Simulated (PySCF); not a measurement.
# What a mistake does to a calculation on BCFH5 anion

All numbers below are calculated, not measured. The program is PySCF 2.14.0, an open-source quantum chemistry code, run on an isolated molecule that a program drew, which may never have been made. The molecule is BCFH5 anion (charge -1, singlet), drawn as the SMILES string `C[BH2-]F`.

Each row is a Hartree-Fock (HF) and frozen-core CCSD(T) single point in the aug-cc-pVDZ basis, meant for a local HF minimum. Run 1 is clean. Each other run has one planted mistake out of seven kinds, and not every kind appears here: one electron removed, one electron added, multiplicity raised by two, geometry at a saddle point, minimal basis STO-3G, one bond length entered in bohr, all coordinates scaled. The reference is restricted for singlets and unrestricted otherwise, and also for a bond in bohr. Adding or removing an electron swaps singlet and doublet. Electrons count all cores. HOMO and LUMO are orbital energies over both spins, the gradient is its largest component, and the lowest frequency (negative if imaginary) is given only where the gradient is small. Bond lengths are over the 7 bonds as drawn. T1 is the CCSD diagnostic: over 0.02 (restricted) or 0.045 (unrestricted) a single reference is doubtful.

Geometry of the clean run:
```xyz
8
BCFH5 anion, angstrom
C    -0.4459   -0.2433    0.6597
B     0.3559    1.1683    0.4127
F    -0.0859    1.7607   -0.8674
H    -1.5349   -0.0962    0.7057
H    -0.2527   -0.9726   -0.1406
H    -0.1438   -0.7155    1.6062
H     1.5922    0.9740    0.3506
H     0.1116    1.9862    1.3301
```

```
run  electrons  basis functions  <S^2>  HOMO (eV)  LUMO (eV)  gradient (hartree/bohr)  lowest frequency (cm^-1)  mean bond (Å)  longest bond (Å)      T1  HF (hartree)  CCSD(T) (hartree)                     mistake
  1         26              114  0.000      -5.02       4.05                  2.6e-05                       241         1.2752             1.642  0.0127    -164.96427         -165.50002                    no fault
  2         26               20  0.000      -1.12      24.03                  4.4e-02                         -         1.2752             1.642  0.0063    -162.63642         -162.78081        minimal basis STO-3G
  3         26              114  2.017       0.81       1.14                  1.4e-01                         -         1.2752             1.642  0.0442    -164.79438         -165.31601  multiplicity raised by two
  4         26              114  0.000      -4.57       4.06                  8.1e-02                         -         1.1680             1.504  0.0123    -164.91437         -165.44127      all coordinates scaled
  5         26              114  0.637      -4.53       3.98                  2.1e-02                         -         1.4150             2.078  0.0606    -164.84686         -165.38352                           ?
```

**Which mistake was planted in run 5, and what did it cost?**

The mean bond changes by a factor of 1.110 and the longest by 1.266, so the molecule wasn't scaled as a whole. A length L in bohr read as angstrom grows by (1/0.5292 - 1) L = 0.890 L. The 7 bonds together grew by 7 x 0.1398 = 0.979 Å, which gives L = 1.100 Å. That is the length of one of the C-H bonds, 1.100 Å in the clean geometry. So the mistake is: one bond length entered in bohr. Subtracting run 1 and multiplying by 627.51 kcal/mol a hartree, the energy moved by 73.7 kcal/mol in HF and 73.1 kcal/mol in CCSD(T).

Cautions from the logs. Run 3: the HOMO is above zero, so the electron isn't bound and the energy depends on the basis; run 5: T1 is over the limit, so its CCSD(T) energy is less reliable.
